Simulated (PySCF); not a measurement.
## Name the molecule from its bond curve

A diatomic of charge 0 contains Ge. Its singlet curve at B3LYP in a double-zeta basis (no relativity, PySCF), in eV from the separated fragments:

| R (Å) | E (eV) |
| --- | --- |
| 1.746 | -3.659 |
| 1.827 | -4.645 |
| 1.908 | -5.202 |
| 1.969 | -5.412 |
| 2.030 | -5.487 |
| 2.091 | -5.459 |
| 2.172 | -5.303 |
| 2.274 | -4.978 |
| 2.395 | -4.475 |
| 2.558 | -3.722 |

The fit gives ωe = 566 cm⁻¹ and the rotational constant Bₑ = 0.1812 cm⁻¹.

Which atom is the partner?

The minimum lies at 2.042 Å, so the reduced mass is 16.8576 u Å² cm⁻¹/(Bₑ·Re²) = 22.31 u. With Ge at 73.92 u the partner weighs about 32.0 u: S. The molecule is GeS.
